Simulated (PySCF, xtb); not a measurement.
Ge(F)(Br)2(NH2) (Br2FGeH2N), SMILES [NH2][Ge]([F])([Br])[Br]. One conformer was computed; it need not be the lowest.

Harmonic wavenumbers (cm⁻¹) from GFN2-xTB in xtb at its own minimum, in rising order: 74, 107, 128, 145, 157, 184, 242, 306, 458, 483, 650, 752, 1442, 3427, 3462.

Question: What does PBE-D3(BJ)/def2-SVP run with PySCF give at its own minimum? (An estimate is asked for; the answer gives what the named calculation found.)

Answer: 65, 120, 142, 160, 189, 229, 287, 331, 542, 687, 722, 881, 1484, 3436, 3540. Paired by order, the mean absolute difference is 54 cm⁻¹ and the zero-point energies are 17.2 and 18.3 kcal/mol.
